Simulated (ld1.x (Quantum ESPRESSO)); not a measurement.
**u(r) = r·R(r): atom against pseudo-atom (Mg (Z = 12))**

Columns: radius, all-electron u(r) and pseudo u(r) of the 2s shell (level -79.85 eV) of magnesium in the configuration [He] 2s2 2p6 3s2 3p0; PBE, scalar-relativistic, TM scheme, ld1.x (Quantum ESPRESSO) 7.5.

```json
{"r (bohr)": "0.060", "all-electron": "0.5573", "pseudo": "-0.1302"}
{"r (bohr)": "0.120", "all-electron": "0.3861", "pseudo": "-0.2682"}
{"r (bohr)": "0.180", "all-electron": "-0.0048", "pseudo": "-0.4215"}
{"r (bohr)": "0.240", "all-electron": "-0.4043", "pseudo": "-0.5943"}
{"r (bohr)": "0.300", "all-electron": "-0.7339", "pseudo": "-0.7821"}
{"r (bohr)": "0.360", "all-electron": "-0.9736", "pseudo": "-0.9658"}
{"r (bohr)": "0.420", "all-electron": "-1.1278", "pseudo": "-1.1154"}
{"r (bohr)": "0.480", "all-electron": "-1.2106", "pseudo": "-1.2067"}
{"r (bohr)": "0.540", "all-electron": "-1.2377", "pseudo": "-1.2374"}
{"r (bohr)": "0.600", "all-electron": "-1.2240", "pseudo": "-1.2240"}
{"r (bohr)": "0.660", "all-electron": "-1.1818", "pseudo": "-1.1818"}
{"r (bohr)": "0.720", "all-electron": "-1.1207", "pseudo": "-1.1207"}
{"r (bohr)": "0.780", "all-electron": "-1.0483", "pseudo": "-1.0483"}
{"r (bohr)": "0.840", "all-electron": "-0.9700", "pseudo": "-0.9700"}
{"r (bohr)": "0.900", "all-electron": "-0.8897", "pseudo": "-0.8897"}
{"r (bohr)": "0.960", "all-electron": "-0.8103", "pseudo": "-0.8103"}
{"r (bohr)": "1.020", "all-electron": "-0.7337", "pseudo": "-0.7337"}
{"r (bohr)": "1.080", "all-electron": "-0.6611", "pseudo": "-0.6611"}
{"r (bohr)": "1.140", "all-electron": "-0.5932", "pseudo": "-0.5932"}
{"r (bohr)": "1.200", "all-electron": "-0.5304", "pseudo": "-0.5304"}
{"r (bohr)": "1.260", "all-electron": "-0.4728", "pseudo": "-0.4728"}
{"r (bohr)": "1.320", "all-electron": "-0.4204", "pseudo": "-0.4204"}
{"r (bohr)": "1.380", "all-electron": "-0.3729", "pseudo": "-0.3729"}
{"r (bohr)": "1.440", "all-electron": "-0.3301", "pseudo": "-0.3301"}
{"r (bohr)": "1.500", "all-electron": "-0.2917", "pseudo": "-0.2917"}
{"r (bohr)": "1.560", "all-electron": "-0.2574", "pseudo": "-0.2574"}
```

**Question.** How many radial nodes do the two functions have?

**Answer.** The all-electron 2s function has n − l − 1 = 1; the pseudo-wave has 0, since the states of the same l below it are removed with the core.

**Question.** At about which radius was the pseudo-wave matched?

**Answer.** 0.60 bohr, where the columns begin to agree (steps of 0.06 bohr).

**Question.** Is the pseudo-wave norm-conserving?

**Answer.** Yes: the TM scheme keeps the norm inside the radius equal to the all-electron one, which fixes the energy derivative of the logarithmic derivative at the level.
